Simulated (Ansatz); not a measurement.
Cost and result for the atomization energy of C2H5FOSi, SMILES `F[SiH2]C1CO1` (10 atoms, 10 bonds).

```xyz
10

F    -2.254   -1.135    0.128
Si   -0.746   -1.007    0.652
C    -0.057    0.659    0.183
C     0.877    0.777   -0.944
O     1.371    0.711    0.373
H    -0.768   -1.179    2.124
H     0.077   -2.053    0.000
H    -0.570    1.572    0.483
H     0.984    1.744   -1.430
H     1.086   -0.089   -1.568
```

The species carries charge 0 and has multiplicity 1. Geometry: relaxed with PBE0-D4/def2-TZVP. It is one conformer, not always the lowest. Program: Ansatz. All runs use 4 threads of an Arm Neoverse N1 on a shared host. Times are those of one run each, without the atoms' runs, and a repeat can differ threefold. Electronic energies, without spin–orbit coupling; frozen cores. CCSD(T)/CBS adds CCSD(T) − MP2 in def2-TZVPP to the MP2 limit, and its time is that of the two runs behind it. T1 = 0.012. B3LYP takes the VWN-RPA correlation (the form of Gaussian; ORCA's B3LYP/G).

CCSD(T)/CBS is a level of theory with its own doubt, some kJ/mol a heavy atom from the limit and from the frozen cores, so smaller differences don't rank the functionals.

```
                             level  functions  wall time  atomization (kJ/mol)  difference from CCSD(T)/CBS  per bond
   PBE-D4/def2-TZVPP (with forces)        236      3.4 s                3920.1                         78.4       7.8
                PBE0-D4/def2-TZVPP        236      3.7 s                3834.7                         -7.0      -0.7
 B3LYP-D4/def2-TZVPP (with forces)        236        6 s                3821.7                        -20.0      -2.0
r2SCAN-D4/def2-TZVPP (with forces)        236        7 s                3848.4                          6.7       0.7
                 B2PLYP/def2-TZVPP        236        7 s                3794.1                        -47.6      -4.8
                ωB97X-V/def2-TZVPP        236       11 s                3854.8                         13.1       1.3
  ωB97M-V/def2-TZVPP (with forces)        236       15 s                3847.3                          5.6       0.6
                    MP2/def2-QZVPP        448       28 s                3891.6                         49.9       5.0
                CCSD(T)/def2-TZVPP        236      3 min                3735.8                       -105.9     -10.6
                 CCSD(T)/CBS(def2)          –    3.5 min                3841.7                          0.0       0.0
```

The D4 term adds +28.7 kJ/mol with B3LYP and +14.9 kJ/mol with PBE0; it sums over pairs of atoms, weighted by their polarisabilities, and B3LYP, whose exchange is more repulsive, gets the larger term. From PBE to PBE0 (25 % exact exchange), in def2-TZVPP and without D4, the atomization energy moves by −82.5 kJ/mol: exact exchange takes away binding that semilocal exchange gives to molecules. In def2-TZVPP, CCSD(T) changes the Hartree–Fock value by +979.4 kJ/mol (the triples alone add +61.3 kJ/mol) and MP2 by +1071.6 kJ/mol; breaking electron pairs costs correlation energy, which Hartree–Fock lacks.
